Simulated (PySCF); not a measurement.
Compound: C8H14P (charge +1).
Atom-mapped SMILES: `[CH3:1][CH2:2][C@H:3]1[CH:4]=[CH:5][P@@H+:6]([CH3:7])[CH:8]=[CH:9]1`

Definitions: NICS(0) = −σiso at the ring centroid; NICS(1) = −σiso and NICS(1)zz = −σzz at ±1 Å along the ring normal z. Level: GIAO PBE0/pcSseg-1 (PySCF, non-relativistic, gas phase) on the GFN2-xTB geometry, one conformer.

Ring bond lengths (Å), with Mayer bond orders in brackets: C3–C4 1.489 (1.05), C4–C5 1.333 (1.86), C5–P6 1.777 (1.00), P6–C8 1.777 (1.00), C8–C9 1.334 (1.86), C9–C3 1.489 (1.05).

Task: What do the NICS probes read (ppm)?

Result: 
| ring | type | NICS(0) | NICS(1), two faces | NICS(1)zz, two faces | rms pucker (Å) | centre to ring atoms, mean (Å) |
| --- | --- | --- | --- | --- | --- | --- |
| C3–C4–C5–P6–C8–C9 | 6-membered ring with P; formal bonds 2 double, 4 single | -0.1 | -2.3 / -2.3 | 0.1 / -0.8 | 0.05 | 1.53 |

Task: What do they say, and how far can they be read as aromaticity?

Result: 
- C3–C4–C5–P6–C8–C9: mean NICS(1)zz -0.3 ppm, near zero. C3, P6 have four or more neighbours, and the NICS criterion for π rings isn't applied.

Task: At the second NICS(1) probe listed for ring C3–C4–C5–P6–C8–C9, 1 Å off the ring, what do the in-plane components average?

Result: The isotropic value is a third of the trace: (3 × -2.3 − (-0.8))/2 = -3.0 ppm.

The run took 60 s wall (grids of density and orbitals included) on one thread of an Intel Xeon Platinum 8488C, no GPU (shared host), and the process peaked at 1.0 GiB of memory. This is the whole shielding run at PBE0/pcSseg-1, SCF included.

The values belong to the conformer `[CH3:1][CH2:2][C@H:3]1[CH:4]=[CH:5][P@@H+:6]([CH3:7])[CH:8]=[CH:9]1`: C1–C2–C3–C4 -65°.
